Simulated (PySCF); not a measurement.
Ligands exchanged one at a time, In H-CH3. Gas-phase values, no solvent. Strings in code marks are SMILES.

All values below come from PBE-D3(BJ)/def2-TZVP // PBE0-D4/def2-TZVP in PySCF. All candidates: neutral, multiplicity 1. Excitations are Tamm–Dancoff values on a coarser integration grid. The basis has no diffuse functions, so Rydberg states are missing or too high.

The brightest of the four lowest singlets (TDA) comes out as 6.05 eV, the T1 excitation (TDA) is 3.99 eV and the LUMO comes out as -1.92 eV.

Task: Name which member has these values.
A. `[CH3][InH][CH3]`
B. `[CH3][InH2]`
C. `[CH3][In]([CH3])[CH3]`

Result: A, `[CH3][InH][CH3]`. The others give `[CH3][In]([CH3])[CH3]`: 5.74 eV, 4.14 eV, -1.57 eV; `[CH3][InH2]`: 6.52 eV, 3.97 eV, -2.28 eV
